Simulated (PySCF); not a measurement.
Task: Give a PBE0-D3(BJ)/def2-SVP geometry of InChI=1S/C8H9Se/c1-9-8-6-4-2-3-5-7-8/h2-7H,1H3/q+1. (Charge +1.)

Result: 
Z-matrix in Å and degrees, rows numbered from 1:
```
C 
Se  1  1.9300
C   2  1.8641  1  102.76
C   3  1.4190  2  112.93  1  -179.88
C   4  1.3801  3  129.86  2   179.99
C   5  1.4106  4  129.56  3    -0.01
C   6  1.3801  5  127.90  4    -0.01
C   7  1.4098  6  127.77  5     0.02
C   8  1.3824  7  130.10  6     0.00
H   1  1.0981  2  111.07  3   -62.82
H   1  1.0989  2  104.60  3   179.83
H   1  1.0981  2  111.06  3    62.49
H   4  1.0962  3  115.41  2     0.00
H   5  1.0942  4  115.06  3  -180.00
H   6  1.0938  5  115.66  4  -180.00
H   7  1.0936  6  116.51  5  -179.99
H   8  1.0944  7  115.09  6   179.99
H   9  1.0921  3  116.24  2     0.03
```

C6 (aromatic CH carbon) is planar (angles 127.9°, 116.4° and 115.7°, sum 360.0°, 0.00 Å off the plane of its three neighbours). The 9 heavy atoms lie in one plane (0.001 Å rms). C5 (aromatic CH carbon) is planar (angles 129.6°, 115.4° and 115.1°, sum 360.0°, 0.00 Å off the plane of its three neighbours). C3 (substituted aromatic carbon) is planar (angles 125.5°, 121.5° and 112.9°, sum 360.0°, 0.00 Å off the plane of its three neighbours).

The calculation used PBE0-D3(BJ)/def2-SVP geometry optimisation, gas phase in PySCF 2.14.0.

Point group: Cs (tolerance 0.08 Å). Whether it is a minimum is left open (no frequencies). Torsions: C1–Se2–C3–C4 180°.

One conformer stands for the species.
